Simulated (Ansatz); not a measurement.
Consider the redistribution: `B[S][GaH][Cl]` + `[AlH2][Se][SiH3]` → `[SiH3][Se][GaH][Cl]` + `B[S][AlH2]`.

Calculated with Ansatz (gas phase, PBE0-D4/def2-TZVP geometries, no zero-point term in ΔE). CCSD(T)/CBS adds triple-zeta CCSD(T) − MP2 to the extrapolated MP2 energy (def2 sets, frozen cores). Functionals use def2-TZVPP. For Ga, Se outer-core shells are correlated without core-valence functions, which leaves a few kJ/mol of doubt a bond. Scalar relativity is left out up to krypton. One conformer a species, not always the lowest.

```tsv
level	ΔE (eV)
B97M-V	0.00
r2SCAN	0.01
CCSD(T)/def2-SVP	0.01
HF/def2-TZVPP	-0.01
```

**Question.** What does CCSD(T)/CBS give? (An estimate is asked.)

**Answer.** Computed: -0.01 eV. The listed levels differ from it by 0.01, 0.02, 0.02, 0.00 eV.

Largest T1 diagnostic among the species: 0.014.

Leaving LDA and LC-ωPBE aside and taking each functional with its dispersion term where it has one, the values, not all of them listed here, spread over 0.03 eV, from BHLYP-D4 to r2SCAN-D4.
